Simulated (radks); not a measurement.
Spherical quantum dot in the effective-mass picture: electrons in a parabolic well V = omega^2 r^2 / 2 with omega = 0.216, all in effective atomic units (hartree* = m*/eps^2 hartree, bohr* = eps/m* bohr), one dielectric constant everywhere. Method: non-relativistic Kohn-Sham, LDA (Slater exchange, Perdew-Wang correlation), spin-polarised, spherical densities; computed with a radial shooting solver with Libxc functionals. Levels are named by radial order and angular momentum (1s, 1p, 1d, 2s, ...), and open shells are averaged over m. Results are scaled to m* = 0.121 and eps = 13.6, for which hartree* = 17.8 meV and bohr* = 5.948 nm. Each electron was tried in the lowest free levels, single moves between levels near the top were tried too, and the lowest total energy was kept; such a search can miss a lower state. At N = 1 the Hartree and exchange-correlation terms need not cancel, so that row can carry a self-interaction error.

\begin{tabular}{lrrrrrrr}
N & open shells & 2S & E (meV) & mu = E(N) - E(N-1) (meV) & addition energy mu(N+1) - mu(N) (meV) & e(HOMO) (meV) & rms radius (nm) \\ \hline
1 & 1s(up 1, down 0) & 1 & 5.92749 & 5.9275 & 5.440 & 8.1969 & 15.89 \\
2 & none & 0 & 17.2948 & 11.367 & 6.797 & 13.464 & 17.83 \\
3 & 1p(up 1, down 0) & 1 & 35.4593 & 18.165 & 3.513 & 19.923 & 20.42 \\
4 & 1p(up 2, down 0) & 2 & 57.1364 & 21.677 & 3.450 & 23.418 & 22.10 \\
5 & 1p(up 3, down 0) & 3 & 82.2635 & 25.127 & 4.042 & 26.818 & 23.42 \\
6 & 1p(up 3, down 1) & 2 & 111.433 & 29.169 & 3.064 & 30.705 & 24.64 \\
7 & 1p(up 3, down 2) & 1 & 143.666 & 32.233 & 3.021 & 33.753 & 25.70 \\
8 & none & 0 & 178.920 & 35.254 & 4.903 & 36.745 & 26.65 \\
9 & 1d(up 1, down 0) & 1 & 219.078 & 40.157 & 2.707 & 41.517 & 27.74 \\
10 & 1d(up 2, down 0) & 2 & 261.942 & 42.864 & 2.666 & 44.204 & 28.70 \\
11 & 1d(up 3, down 0) & 3 & 307.472 & 45.530 & 2.623 & 46.849 & 29.57 \\
12 & 1d(up 4, down 0) & 4 & 355.626 & 48.154 & 2.580 & 49.451 & 30.37 \\
13 & 1d(up 5, down 0) & 5 & 406.360 & 50.734 & 3.075 & 52.010 & 31.12 \\
14 & 1d(up 5, down 1) & 4 & 460.169 & 53.809 & 2.431 & 55.029 & 31.84 \\
15 & 1d(up 5, down 2) & 3 & 516.409 & 56.240 & 2.404 & 57.447 & 32.52 \\
16 & 1d(up 5, down 3) & 2 & 575.053 & 58.644 & 2.376 & 59.837 & 33.17 \\
17 & 1d(up 5, down 4) & 1 & 636.074 & 61.020 & 2.346 & 62.198 & 33.78 \\
18 & none & 0 & 699.440 & 63.366 & 2.797 & 64.530 & 34.37 \\
19 & 2s(up 1, down 0) & 1 & 765.603 & 66.164 & 2.623 & 67.334 & 34.95 \\
20 & none & 0 & 834.390 & 68.787 & 2.948 & 69.939 & 35.52 \\
21 & 1f(up 1, down 0) & 1 & 906.125 & 71.735 & 2.159 & 72.817 & 36.10 \\
22 & 1f(up 2, down 0) & 2 & 980.018 & 73.893 & 2.138 & 74.966 & 36.66 \\
23 & 1f(up 3, down 0) & 3 & 1056.05 & 76.031 & 2.118 & 77.093 & 37.19 \\
24 & 1f(up 4, down 0) & 4 & 1134.20 & 78.149 & 2.097 & 79.201 & 37.70 \\
25 & 1f(up 5, down 0) & 5 & 1214.44 & 80.246 & 2.077 & 81.288 & 38.20 \\
26 & 1f(up 6, down 0) & 6 & 1296.77 & 82.324 & 2.058 & 83.356 & 38.68 \\
27 & 1f(up 7, down 0) & 7 & 1381.15 & 84.382 & 2.448 & 85.404 & 39.15 \\
28 & 1f(up 7, down 1) & 6 & 1467.98 & 86.829 & 1.994 & 87.829 & 39.61 \\
29 & 1f(up 7, down 2) & 5 & 1556.80 & 88.823 & 1.979 & 89.815 & 40.05 \\
30 & 1f(up 7, down 3) & 4 & 1647.60 & 90.802 & - & 91.786 & 40.49 \\
\end{tabular}

All shells are closed at N = 2, 8, 18, 20 (there: 1s2 1p6 1d10 2s2); the second difference of the energy has clear peaks (12 % above both neighbours; the first and last values, which can be the largest, are not judged, and half-filled shells can peak too) at N = 2, 5, 8, 13, 20, 27.
